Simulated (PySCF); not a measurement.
# Working out the ionisation energy of Si²⁺

Si²⁺ [Ne] 3s2 (1S) → Si³⁺ [Ne] 3s1 (2S). Computed with PySCF 2.14 in def2-QZVPPD, with no relativity, point nucleus. Frozen: 1s2. Energies in hartree (1 hartree = 27.21139 eV):

```
             part  Si²⁺ (lower)  Si³⁺ (upper)
              UHF   -287.995743   -286.821411
MP2 opposite-spin     -0.159156     -0.120772
    MP2 same-spin     -0.053999     -0.049452
```

Q: What does Hartree-Fock give?

A: (-286.821411) − (-287.995743) = 1.174332 hartree = 31.955 eV.

Q: What do MP2 and SCS-MP2 (6/5 opposite-spin, 1/3 same-spin) give?

A: The opposite-spin parts differ by 1.044 eV and the same-spin parts by 0.124 eV. MP2: 31.955 + (1.044) + (0.124) = 33.123 eV. SCS-MP2: 31.955 + 1.2 × (1.044) + (0.124)/3 = 33.249 eV.

Measured between the centres of the two terms (NIST): 33.493 eV, so MP2 (valence and next inner shell) is off by -0.370 eV.

What remains against the reference includes basis incompleteness, the frozen core and correlation beyond second order.
